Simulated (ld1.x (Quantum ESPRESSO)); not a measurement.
Configuration tests for tantalum (PAW)

tantalum, PAW, made with ld1.x (Quantum ESPRESSO) 7.5 (LDA (PZ), fully relativistic). Core [Xe], reference 4f14 5d3 6s1.5 6p0 (charge +0.5). Waves: 6s (bound): rcut 2.40, rcutus 2.85 bohr; 6s channel at 0.3 Ry: rcut 2.40, rcutus 2.85 bohr; 6p (bound, empty): rcut 2.15, rcutus 3.00 bohr; 6p channel at 0.25 Ry: rcut 2.15, rcutus 3.00 bohr; 5d (bound): rcut 1.50, rcutus 2.00 bohr; 5d channel at 0.5 Ry: rcut 1.50, rcutus 2.00 bohr; 4f (bound): rcut 0.70, rcutus 0.95 bohr; 4f channel at -1.3 Ry: rcut 0.70, rcutus 0.95 bohr. Local part: all-electron potential smoothed inside 0.95 bohr (lloc = -1). Core correction: a·sin(br)/r model core, default radius (ld1.x builds one for every PAW set, though the input has nlcc=.false.). Augmentation charge: PSQ, radius 0.75 bohr.

Open shells are filled in proportion to 2j + 1 (rel_dist='average').

Energies are relative to the spin-unpolarised reference configuration 4f14 5d3 6s1.5 6p0; without spin polarisation the order of configurations can differ from experiment. Not all tests gave a result: 2 of 7 tests not solved or not reliable. Left out of the table: 4f14 5d3 6s0 6p0 (pseudo-atom not self-consistent, printed error -7.3 eV); 4f14 5d1 6s0 6p0 (pseudo-atom not self-consistent, printed error -113 eV).

Problem. Give the all-electron excitation energy and the error of the potential for: 4f14 5d3 6s2 6p0; 4f14 5d3 6s1 6p0; 4f14 5d2 6s2 6p0; 4f14 5d4 6s1 6p0; 4f13 5d4 6s1 6p0.

Solution.

```json
{"valence configuration": "4f14 5d3 6s2 6p0", "charge": "0", "ΔE all-electron (eV)": "-3.565", "error AE − PS (meV)": "+0.6"}
{"valence configuration": "4f14 5d3 6s1 6p0", "charge": "+1", "ΔE all-electron (eV)": "5.139", "error AE − PS (meV)": "+0.8"}
{"valence configuration": "4f14 5d2 6s2 6p0", "charge": "+1", "ΔE all-electron (eV)": "4.350", "error AE − PS (meV)": "-19"}
{"valence configuration": "4f14 5d4 6s1 6p0", "charge": "0", "ΔE all-electron (eV)": "-1.479", "error AE − PS (meV)": "-8.7"}
{"valence configuration": "4f13 5d4 6s1 6p0", "charge": "+1", "ΔE all-electron (eV)": "30.112", "error AE − PS (meV)": "-1229"}
```

Levels in the configuration 4f14 5d2 6s2 6p0:

```
   level  all-electron (eV)  pseudo (eV)
4f j=5/2            -35.806      -36.181
4f j=7/2            -33.819      -34.191
5d j=3/2            -12.789      -12.847
5d j=5/2            -12.084      -12.137
6s j=1/2            -12.774      -12.786
```

These tests converged, but a pseudo level misses the all-electron one widely, so the file describes the atom poorly there or has found another state: 4f13 5d4 6s1 6p0: 4f by 3.0 eV (a node warning on the way).

The ghost test of this file was not conclusive.
